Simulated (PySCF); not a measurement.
PySCF input file for Sn(H)(Cl)2(vinyl) (C2H4Cl2Sn), SMILES [SnH]([CH]=C)([Cl])[Cl], PBE0-D3(BJ)/def2-SVP. Geometry: PBE0-D3(BJ)/def2-SVP. The structure was generated by enumeration; whether it is a known compound was not checked. The def2 effective core potentials stand for the cores of Sn; spin–orbit coupling is left out. One conformer was computed; it need not be the lowest.

```python
import numpy as np
from pyscf import gto, scf, dft, df
from pyscf.hessian import thermo

mol = gto.M(
    atom='''
    Sn    0.24213623   -0.11711220    0.39519157
    Cl   -0.59374520    2.03572519   -0.04718632
    Cl    1.70946411   -0.65555181   -1.35877610
    C    -1.44555783   -1.39291211    0.29925802
    C    -2.65646778   -0.89707077    0.03919754
    H     1.19057237   -0.02619976    1.80885115
    H    -1.29414326   -2.46740668    0.45175672
    H    -3.53673499   -1.54733268   -0.02382333
    H    -2.82157326    0.17349890   -0.12573487
    ''',
    basis='def2-SVP',
    ecp={'Sn': 'def2-svp'},
    charge=0,
    spin=0,
    max_memory=1600,
    verbose=3,
)
mf = dft.RKS(mol, xc='pbe0').density_fit(auxbasis='def2-universal-jkfit')
mf.disp = 'd3bj'
mf.grids.level = 3
mf.conv_tol = 1e-11
mf.max_cycle = 100
mf.kernel()

# [left out here: the lines that compute and print the analytic Hessian (its translational invariance restored by hand, since the grid's response is missing), thermochemistry and intensities]
```

It prints:

```
converged SCF energy = -1212.63497758681

WARN: DFTD3 does not support analytical Hessian, using finite difference


WARN: Mole.unit (angstrom) is changed to Bohr

Mode                                 0                   1                   2
Irrep
Freq [cm^-1]                       67.2659            104.8705            113.8227
Reduced mass [au]                   3.7737              7.7504              8.3119
Force const [Dyne/A]                0.0101              0.0502              0.0634
Char temp [K]                      96.7807            150.8853            163.7656
Normal mode                   x     y     z       x     y     z       x     y     z
       0  Sn                 0.01  0.01  0.02    0.00 -0.03  0.02    0.03  0.00 -0.00
       1  Cl                 0.00  0.00  0.00    0.01 -0.04 -0.06   -0.11 -0.04  0.03
       2  Cl                -0.07 -0.02 -0.04    0.01  0.10 -0.02    0.02 -0.04 -0.00
       3   C                 0.02 -0.00  0.05   -0.05  0.03  0.07   -0.02  0.06 -0.01
       4   C                 0.05 -0.04 -0.17   -0.01  0.09 -0.00    0.02  0.13 -0.03
       5   H                 0.06  0.03 -0.01    0.01 -0.03  0.01    0.05  0.04 -0.02
       6   H                 0.00  0.02  0.23   -0.12  0.03  0.18   -0.08  0.05 -0.01
       7   H                 0.06 -0.05 -0.19   -0.05  0.14  0.04   -0.02  0.19 -0.05
       8   H                 0.07 -0.07 -0.34    0.07  0.08 -0.11    0.09  0.14 -0.03
Mode                                 3                   4                   5
Irrep
Freq [cm^-1]                      144.0591            294.9095            369.5708
Reduced mass [au]                   3.0632              3.8304             32.2471
Force const [Dyne/A]                0.0375              0.1963              2.5950
Char temp [K]                     207.2689            424.3092            531.7300
Normal mode                   x     y     z       x     y     z       x     y     z
       0  Sn                -0.01 -0.00 -0.04   -0.03 -0.01 -0.01    0.00  0.02 -0.03
       1  Cl                 0.00  0.02  0.05    0.01  0.02  0.00    0.04 -0.11  0.02
       2  Cl                 0.06 -0.01  0.02   -0.01  0.00  0.02   -0.06  0.02  0.07
       3   C                -0.03  0.01  0.14    0.10 -0.09  0.03    0.02  0.02 -0.01
       4   C                -0.02 -0.03 -0.01    0.17  0.07  0.02    0.01  0.00  0.00
       5   H                 0.00 -0.02 -0.04   -0.02  0.11 -0.02   -0.04 -0.04  0.01
       6   H                -0.07  0.05  0.43    0.03 -0.10  0.01    0.01  0.02  0.02
       7   H                -0.03 -0.02  0.14    0.07  0.22 -0.02    0.01 -0.00  0.03
       8   H                 0.01 -0.06 -0.28    0.34  0.11  0.04   -0.01 -0.00 -0.02
Mode                                 6                   7                   8
Irrep
Freq [cm^-1]                      383.2508            474.8310            538.0017
Reduced mass [au]                  38.2866              1.3206              2.5847
Force const [Dyne/A]                3.3133              0.1754              0.4408
Char temp [K]                     551.4126            683.1762            774.0647
Normal mode                   x     y     z       x     y     z       x     y     z
       0  Sn                 0.03 -0.03 -0.02   -0.00 -0.00 -0.01   -0.02 -0.02 -0.00
       1  Cl                -0.03  0.08 -0.02    0.01 -0.00  0.00   -0.01  0.00 -0.01
       2  Cl                -0.07  0.02  0.08    0.00  0.01  0.01    0.00 -0.00  0.00
       3   C                -0.01  0.00 -0.01   -0.04  0.00  0.13    0.11  0.18  0.03
       4   C                -0.01 -0.01 -0.00   -0.01 -0.00 -0.03    0.05  0.00  0.00
       5   H                -0.02 -0.01  0.01    0.30  0.29 -0.23    0.08 -0.37 -0.04
       6   H                -0.01  0.01  0.02    0.03 -0.05 -0.33    0.21  0.19 -0.05
       7   H                -0.01 -0.02  0.03    0.07 -0.06 -0.53    0.20 -0.19 -0.05
       8   H                -0.02 -0.01 -0.02   -0.06  0.04  0.33   -0.16 -0.03  0.05
Mode                                 9                  10                  11
Irrep
Freq [cm^-1]                      574.7865            603.5252            986.5676
Reduced mass [au]                   1.2143              1.0924              1.1463
Force const [Dyne/A]                0.2364              0.2344              0.6573
Char temp [K]                     826.9897            868.3384           1419.4512
Normal mode                   x     y     z       x     y     z       x     y     z
       0  Sn                -0.01 -0.01  0.00   -0.00  0.01  0.01    0.00 -0.00  0.00
       1  Cl                 0.01 -0.00  0.01   -0.00  0.00 -0.01   -0.00 -0.00  0.00
       2  Cl                -0.00  0.00  0.00    0.00  0.00  0.02    0.00  0.00 -0.00
       3   C                 0.04  0.07 -0.07   -0.01 -0.04 -0.06    0.00  0.05 -0.00
       4   C                -0.00  0.00  0.01   -0.01 -0.00  0.01   -0.06 -0.07  0.00
       5   H                 0.15  0.80 -0.17    0.73 -0.30 -0.48   -0.01  0.03  0.00
       6   H                 0.04  0.10  0.12   -0.03 -0.02  0.10    0.58  0.14  0.06
       7   H                 0.05 -0.09  0.23   -0.06  0.06  0.15   -0.38  0.37 -0.11
       8   H                -0.10 -0.04 -0.14    0.06 -0.01 -0.09    0.45  0.02  0.05
Mode                                12                  13                  14
Irrep
Freq [cm^-1]                     1002.8270           1023.1669           1243.6332
Reduced mass [au]                   1.3200              1.0857              1.3369
Force const [Dyne/A]                0.7821              0.6696              1.2182
Char temp [K]                    1442.8448           1472.1094           1789.3112
Normal mode                   x     y     z       x     y     z       x     y     z
       0  Sn                 0.00 -0.00 -0.00   -0.00 -0.00 -0.00    0.00  0.00 -0.00
       1  Cl                -0.00  0.00  0.00   -0.00  0.00 -0.00   -0.00 -0.00  0.00
       2  Cl                 0.00 -0.00 -0.00    0.00 -0.00 -0.00   -0.00  0.00  0.00
       3   C                 0.01 -0.01 -0.08    0.01 -0.00 -0.04   -0.06 -0.09  0.00
       4   C                -0.02  0.02  0.12    0.01 -0.01 -0.07   -0.00  0.10 -0.01
       5   H                -0.01 -0.00  0.01   -0.01  0.00  0.01   -0.00 -0.01  0.02
       6   H                -0.07  0.05  0.41   -0.08  0.07  0.59    0.73  0.03  0.12
       7   H                 0.12 -0.09 -0.70   -0.01  0.01  0.01    0.19 -0.18  0.05
       8   H                 0.04 -0.03 -0.22   -0.11  0.09  0.73   -0.32  0.05 -0.06
Mode                                15                  16                  17
Irrep
Freq [cm^-1]                     1406.1541           1674.8233           1967.3441
Reduced mass [au]                   1.1594              4.8165              1.0164
Force const [Dyne/A]                1.3506              7.9601              2.3178
Char temp [K]                    2023.1427           2409.6979           2830.5702
Normal mode                   x     y     z       x     y     z       x     y     z
       0  Sn                 0.00  0.00 -0.00   -0.00 -0.00 -0.00   -0.00 -0.00 -0.01
       1  Cl                 0.00 -0.00  0.00    0.00  0.00  0.00   -0.00  0.00 -0.00
       2  Cl                -0.00 -0.00  0.00   -0.00 -0.00  0.00    0.00 -0.00 -0.00
       3   C                -0.10  0.03 -0.02    0.17 -0.05  0.03    0.00  0.00 -0.00
       4   C                 0.01 -0.01  0.00   -0.18  0.07 -0.04   -0.00 -0.00 -0.00
       5   H                -0.00 -0.00  0.01   -0.01 -0.01 -0.01    0.56  0.06  0.82
       6   H                 0.02  0.06 -0.00   -0.04 -0.12  0.01   -0.01  0.00 -0.00
       7   H                 0.38 -0.49  0.13    0.01 -0.23  0.03   -0.01  0.00  0.00
       8   H                 0.65  0.09  0.10    0.20  0.16  0.01    0.00 -0.00 -0.00
Mode                                18                  19                  20
Irrep
Freq [cm^-1]                     3140.2784           3191.0903           3241.5530
Reduced mass [au]                   1.0596              1.0954              1.1177
Force const [Dyne/A]                6.1565              6.5723              6.9193
Char temp [K]                    4518.1615           4591.2685           4663.8730
Normal mode                   x     y     z       x     y     z       x     y     z
       0  Sn                -0.00  0.00 -0.00   -0.00 -0.00 -0.00    0.00  0.00  0.00
       1  Cl                 0.00  0.00  0.00   -0.00 -0.00  0.00   -0.00  0.00 -0.00
       2  Cl                -0.00  0.00  0.00    0.00  0.00 -0.00   -0.00 -0.00 -0.00
       3   C                 0.00  0.01 -0.00   -0.02  0.08 -0.01    0.00 -0.01  0.00
       4   C                -0.06  0.02 -0.01    0.01 -0.02  0.00   -0.03 -0.09  0.01
       5   H                 0.00  0.00  0.00    0.00  0.00  0.00    0.00 -0.00  0.00
       6   H                 0.02 -0.15  0.02    0.13 -0.91  0.13   -0.02  0.13 -0.02
       7   H                 0.56  0.43  0.04   -0.01 -0.01 -0.00    0.51  0.38  0.04
       8   H                 0.09 -0.63  0.10   -0.03  0.19 -0.03   -0.11  0.66 -0.10
temperature 298.1500 [K]
pressure 101325.00 [Pa]
Rotational constants [GHz] 1.97535 1.42786 1.03161
Symmetry number 1
Zero-point energy (ZPE) 0.05136 [Eh]   134857.012 [J/mol]
                           tot       elec      trans        rot        vib
Entropy [J/mol/K]       379.889      0.000    175.880    121.722     82.287
Cv [J/mol/K]            102.442      0.000     12.472     12.472     77.498
Cp [J/mol/K]            110.756      0.000     20.786     12.472     77.498
Internal energy [J/mol]                      3718.434   3718.434 147685.366
Internal energy [Eh]   -1212.57589  -1212.63498
Enthalpy [J/mol]                             6197.391   3718.434 147685.366
Enthalpy [Eh]          -1212.57495
Gibbs free energy [J/mol]                  -46241.332 -32573.008 123151.558
Gibbs free energy [Eh] -1212.61809
static polarisability / bohr^3: [[88.548 -2.241 -1.55 ]
 [-2.25  70.181  0.286]
 [-1.549  0.286 56.56 ]]
largest difference of analytic and finite-field dipole derivatives / e: 0.0010680117369712416
mode   freq/cm-1   IR/(km/mol)   Raman/(A^4/amu)   depolarisation
   1       67.27         0.735             7.134            0.746
   2      104.87         2.469             4.085            0.736
   3      113.82         3.517             2.745            0.746
   4      144.06         5.239             2.297            0.689
   5      294.91         5.684             4.775            0.399
   6      369.57        31.919            13.375            0.046
   7      383.25        66.472             4.214            0.721
   8      474.83        30.577            13.107            0.740
   9      538.00         8.267            15.446            0.254
  10      574.79        97.023            13.221            0.613
  11      603.53        97.412            21.573            0.733
  12      986.57         6.849             3.722            0.678
  13     1002.83         6.574             0.359            0.750
  14     1023.17        32.923             0.086            0.716
  15     1243.63        16.143            12.377            0.144
  16     1406.15        15.085            19.503            0.566
  17     1674.82         2.321             6.240            0.085
  18     1967.34       128.676           287.297            0.193
  19     3140.28         6.366           155.145            0.212
  20     3191.09         1.613           150.543            0.310
  21     3241.55         0.183           100.778            0.538
max |gradient| / (hartree/bohr): 6.668407526746339e-05
APT charges: [ 1.7262 -0.5524 -0.582  -0.3506 -0.0806 -0.306   0.0188  0.0565  0.07  ]
```

The run converged.
